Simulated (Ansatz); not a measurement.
One change: `CN(C)[Si]Cl` becomes `C[N](C)[Mg][NH2]`.

Ansatz, PBE0-D4/def2-TZVP geometries, multiplicity 1. Each molecule was computed in one conformer, which needn't be the lowest.

```csv
property,`CN(C)[Si]Cl`
LUMO energy (ωB97M-V/def2-TZVPP) / eV,0.48
zero-point energy (PBE0-D4/def2-TZVP) / kJ/mol,222.3
LUMO energy (B3LYP/def2-TZVPP) / eV,-1.62
HOMO–LUMO gap (B3LYP/def2-TZVPP) / eV,5.14
HOMO energy (PBE0/def2-TZVPP) / eV,-6.95
HOMO–LUMO gap (PBE/def2-TZVPP) / eV,3.63
```

Task: What does the change do to each property? (Best estimate.)

Result: Computed: 
| property | `C[N](C)[Mg][NH2]` | shift |
| --- | --- | --- |
| LUMO energy (ωB97M-V/def2-TZVPP) / eV | 0.41 | -0.07 |
| zero-point energy (PBE0-D4/def2-TZVP) / kJ/mol | 275.5 | 53.2 |
| LUMO energy (B3LYP/def2-TZVPP) / eV | -1.11 | 0.51 |
| HOMO–LUMO gap (B3LYP/def2-TZVPP) / eV | 4.07 | -1.07 |
| HOMO energy (PBE0/def2-TZVPP) / eV | -5.36 | 1.59 |
| HOMO–LUMO gap (PBE/def2-TZVPP) / eV | 2.60 | -1.03 |

With PBE0 the HOMO rises by 1.59 eV and the LUMO rises by 0.62 eV, so the gap narrows by about 0.97 eV. PBE moves the HOMO by 1.69 eV and ωB97M-V by 1.40 eV. The zero-point energy changes by 53.2 kJ/mol with +6 modes.

B3LYP here is the variant with VWN-RPA as its local correlation; programs differ in this.
